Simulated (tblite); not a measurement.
Compound: C9H15N.
Geometry (GFN2-xTB, Å), atoms numbered from 1 in this order:
```xyz
25
C9H15N angstrom
C     -2.5364    0.7967    0.4482
N     -2.0905    1.4719   -0.5104
C     -1.0771    0.9414   -1.3808
C     -0.2897   -0.2526   -0.8228
C      0.7338    0.2166    0.2064
C      1.9666    0.9703   -0.3294
C      2.8685    0.0757    0.5336
C      1.6733   -0.8507    0.7986
C     -1.2855   -1.2550   -0.2294
C     -2.1348   -0.5919    0.8536
H     -3.2976    1.2738    1.0589
H     -0.4013    1.7697   -1.6146
H     -1.5806    0.6636   -2.3139
H      0.2472   -0.7346   -1.6480
H      0.2347    0.7945    0.9857
H      2.0068    2.0366   -0.1176
H      2.1202    0.8165   -1.3963
H      3.7186   -0.3767    0.0269
H      3.2215    0.5758    1.4332
H      1.7063   -1.7551    0.1931
H      1.4991   -1.1264    1.8371
H     -1.9399   -1.6102   -1.0296
H     -0.7578   -2.1188    0.1790
H     -3.0351   -1.1786    1.0525
H     -1.5813   -0.5285    1.7953
```

Computed values, GFN2-xTB/tblite, gas phase, harmonic and unscaled. The method is semi-empirical: single wavenumbers can be off by several per cent or more. One conformer, not necessarily the lowest.

Harmonic wavenumbers (cm⁻¹): 67.7, 80.7, 107.0, 151.9, 206.6, 305.8, 357.8, 383.1, 405.5, 521.0, 568.7, 674.2, 730.3, 806.4, 821.4, 828.2, 871.6, 899.5, 928.5, 954.0, 958.8, 991.4, 999.0, 1023.6, 1037.7, 1046.2, 1081.4, 1087.0, 1112.3, 1124.9, 1140.4, 1170.4, 1180.4, 1189.4, 1196.5, 1239.8, 1244.7, 1250.6, 1257.6, 1263.6, 1278.3, 1282.1, 1306.9, 1320.4, 1331.9, 1347.7, 1369.6, 1457.7, 1462.7, 1476.1, 1478.6, 1490.9, 1498.4, 1756.8, 2916.1, 2922.6, 2941.4, 2957.3, 2966.0, 2970.9, 2972.1, 2983.8, 2991.7, 2997.6, 3003.6, 3006.8, 3012.1, 3014.3, 3019.9.

A = 2587, B = 936.3, C = 820.5 MHz; mass 137.120 u (most abundant isotopes); point group C1, symmetry number 1.

**Question.** Zero-point energy?

**Answer.** ½Σν̃ = 48900 cm⁻¹ = 139.81 kcal/mol.

**Question.** Entropy at 500 K, 1 bar (ideal gas, RRHO, classical rotation)?

**Answer.** Translation 43.25, rotation 31.01, vibration 47.34: S = 121.6 cal/(mol K).

**Question.** And Cp and H(500 K) − H(0)?

**Answer.** Cp = 65.87 cal/(mol K), of which vibrations give 57.92 (their classical limit is 69 R = 137.1); H(500 K) − H(0) = 17.05 kcal/mol without the zero-point energy, 13.08 from vibrations.

**Question.** How do the functions run with temperature in this model?

**Answer.** 
| T (K) | S (cal/(mol K)) | Cp (cal/(mol K)) | H − H(0) (kcal/mol) | G − H(0) (kcal/mol) | ln q(vib) |
| --- | --- | --- | --- | --- | --- |
| 50 | 58.2 | 12.4 | 0.48 | -2.43 | 0.32 |
| 100 | 68.2 | 16.9 | 1.21 | -5.61 | 1.29 |
| 298.15 | 95.1 | 38.3 | 6.45 | -21.90 | 5.65 |
| 373.15 | 104.8 | 49.1 | 9.72 | -29.39 | 7.43 |
| 750 | 153.2 | 89.6 | 36.72 | -78.16 | 17.45 |
| 1000 | 181.2 | 104.9 | 61.16 | -120.04 | 24.26 |

q(vib) and H(0) count from the zero-point level.

**Question.** Blend soft modes into free rotors: weight 1/[1 + (100 cm⁻¹/ν̃)⁴] for the oscillator and the rest for a rotor with moment μB/(μ + B), μ = h/(8π²ν), B = 10⁻⁴⁴ kg m². What vibrational entropy results?

**Answer.** 44.61 cal/(mol K) in place of 47.34, which changes −T·S at 500 K by +1.36 kcal/mol.

Hindered rotation and anharmonicity are outside this model. Other conformers, if any are populated, would add a mixing term that is left out. The structure is chiral; the term R ln 2 for an equal mix with its mirror image is left out.
